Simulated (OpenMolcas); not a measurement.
Si2+: effect of the IPEA shift

```yaml
Program: OpenMolcas 26.06
Basis: ANO-R2 [5s4p3d1f]
Scalar_Hamiltonian: X2C, finite nucleus
Active_space: 2 electrons in 4 orbitals (3s 3p)
State_averaging: 2S+1 = 3 even, 3 roots; 2S+1 = 1 even, 7 roots; 2S+1 = 3 odd, 3 roots; 2S+1 = 1 odd, 3 roots
Spin-orbit_coupling: state interaction with AMFI integrals over the reference wave functions, term energies averaged over their components
```

Methods on the same reference wave functions:
A. CASSCF
B. MS-CASPT2, IPEA 0 Eh, imaginary shift 0.1 Eh (closed shells correlated: 2s 2p)
C. MS-CASPT2, IPEA 0.25 Eh, imaginary shift 0.1 Eh (closed shells correlated: 2s 2p)

Energies in cm⁻¹ above 3s² ¹S₀, the measured ground level; measured values from NIST levels in Kelleher and Podobedova, J. Phys. Chem. Ref. Data 37, 1285 (2008).

```
     Level       A       B       C  Measured
   3s² ¹S₀     0.0     0.0     0.0       0.0
3s 3p ³P°₀   51644   52049   52163     52725
3s 3p ³P°₁   51753   52158   52273     52853
3s 3p ³P°₂   51974   52379   52494     53115
3s 3p ¹P°₁   92645   83800   84699     82884
   3p² ³P₀  129437  128979  129273    129708
   3p² ³P₁  129547  129091  129384    129842
   3p² ³P₂  129761  129318  129563    130101
   3p² ¹D₂  140630  127346  130224    122215
   3p² ¹S₀  165124  153574  154517    153444
```

Deviations, from unrounded energies. A percentage is the sum of absolute deviations over the sum of measured energies, with the sign that they share, or ± where signs differ.

```
           Against measurement  Levels     A     B     C
mean absolute deviation (cm-1)       9  4900  1200  1600
      other configurations (%)       9  ±4.9  ±1.2  ±1.6
```

B lies closest to measurement on these levels and A furthest from it. The largest miss of B in the table is 3p² ¹D₂, by +5100 cm-1. The ranking rests on the paired levels alone, and a cruder setting can come out closer through cancelling errors.

Between B and C the level of the table that moves most is 3p² ¹D₂, by 2900 cm-1 (lowest in B, highest in C).

The lowest spin-free term lies below A's lowest term by 0.225 hartree in B, 0.224 hartree in C.

Over all roots computed the reference weight is 0.87 to 0.99 in B, 0.91 to 0.99 in C; the roots of lowest weight are the least certain, and an intruder state may touch them. The ¹D term of p² mixes with s d, which this space lacks. Some levels mix across a computed gap that differs much from the measured one, so their mixing is not that of the real levels (holds for C). Measured partners are found by configuration, term and J. A level has none where our copy of the source lacks it or the pairing is in doubt (some pairs that miss far off the trend of their configuration count as doubtful), and it then counts in no deviation. Levels of configurations outside the active space are missing.

° marks odd parity.
